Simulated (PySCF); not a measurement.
Isomers of C2H6Si. Gas-phase values, no solvent. Strings in code marks are SMILES.

These are PBE0-D3(BJ)/def2-TZVP (PySCF 2.14.0) values and carry that method's errors. Delta-SCF ions had no search for a lower state. 

```tsv
species	vertical ionisation energy (Delta-SCF) (eV)	HOMO (eV)
`CC=[SiH2]`	8.17	-6.16
`C[SiH]=C`	8.25	-6.23
`[SiH3]C=C`	10.16	-8.01
`C1[SiH2]C1`	9.10	-6.91
```
